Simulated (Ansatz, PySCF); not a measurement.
Complex: HCl (SMILES Cl) (first 2 atoms) with ClH3Si (SMILES [SiH3]Cl); geometry from B3LYP-D3(BJ)/def2-TZVP, rigid monomers moved along the line of their centres of mass till H2···Cl4 is 2.84 Å.
(charge 0, multiplicity 1):
```xyz
7

Cl     0.1814     0.4272    -0.0816
H     -0.0892    -0.4557     0.8177
Si     0.0035     0.5626     4.1825
Cl    -0.4477    -1.3467     3.4851
H     -0.0912     0.5233     5.6537
H     -0.9813     1.4976     3.6114
H      1.3718     0.8920     3.7469
```

Quantity: the interaction energy.

Monomers are frozen at their geometry in the pair; levels with a basis set take the counterpoise correction.

Cores are frozen in the correlated methods. CBS(a, b) extrapolates the correlation energy as X⁻³ and adds the Hartree–Fock energy of set b.

The values were computed with Ansatz (a first-principles code) with Gaussian orbitals; PySCF for the dispersion terms. Values without a source in brackets are computed.

Costs are ratios of core time to PBE/def2-TZVPPD (roughly 13 s), for whole runs (searches for the state included, and forces where a run took them) on one shared machine, so rough; each difference counts from -96.6 meV (MP2/CBS(aug-cc-pV(D+d)Z, aug-cc-pV(T+d)Z) + ΔCCSD(T)/aug-cc-pV(D+d)Z, a level with limits of its own).

```
level                      basis functions  cost
-------------------------  ---------------  ----
PBE/def2-TZVPPD                        218    ×1
PBE-D3(BJ)/def2-TZVPPD                 218    ×1
PBE0/def2-TZVPPD                       218    ×1
PBE0-D3(BJ)/def2-TZVPPD                218    ×1
B3LYP/def2-TZVPPD                      218    ×1
B3LYP-D3(BJ)/def2-TZVPPD               218    ×1
r2SCAN/def2-TZVPPD                     218    ×2
r2SCAN-D3(BJ)/def2-TZVPPD              218    ×2
MP2/aug-cc-pV(T+d)Z                    257    ×3
wB97X-V/def2-TZVPPD                    218    ×3
wB97M-V/def2-TZVPPD                    218    ×3
CCSD(T)/aug-cc-pV(D+d)Z                132    ×5
```

Each difference (meV): PBE/def2-TZVPPD 23.2; PBE-D3(BJ)/def2-TZVPPD -17.8; PBE0/def2-TZVPPD 27.6; PBE0-D3(BJ)/def2-TZVPPD -14.1; B3LYP/def2-TZVPPD 53.4; B3LYP-D3(BJ)/def2-TZVPPD -15.1; r2SCAN/def2-TZVPPD 11.6; r2SCAN-D3(BJ)/def2-TZVPPD -5.8; MP2/aug-cc-pV(T+d)Z -4.8; wB97X-V/def2-TZVPPD -0.6; wB97M-V/def2-TZVPPD 2.4; CCSD(T)/aug-cc-pV(D+d)Z 13.5.
